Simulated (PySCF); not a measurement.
Computed shifts of a molecule C₇H₈O, PBE/pcSseg-1 (PySCF), GIAO, gas phase, equivalent atoms averaged, in ppm (number of nuclei): ¹³C: 166.1 (1), 134.9 (2), 125.4 (1), 123.0 (1), 112.1 (1), 58.2 (1). ¹H: 7.57 (2), 7.25 (1), 7.22 (1), 6.83 (1), 4.04 (3). References: ¹³C against TMS (σ = 182.0 ppm); ¹⁷O against H2O (σ = 334.3 ppm); ¹H against TMS (σ = 31.49 ppm), references at their B3LYP-D3(BJ)/def2-TZVP geometries, non-relativistic. Geometry: r2SCAN-D4/def2-SVP. The values are those of a single conformer.

**Question.** Which structure fits?
(A) C#C/C=C\C(=C)OC
(B) C#C/C=C/C=C/OC
(C) C=Cc1ccoc1C
(D) COc1ccccc1

**Answer.** D, COc1ccccc1
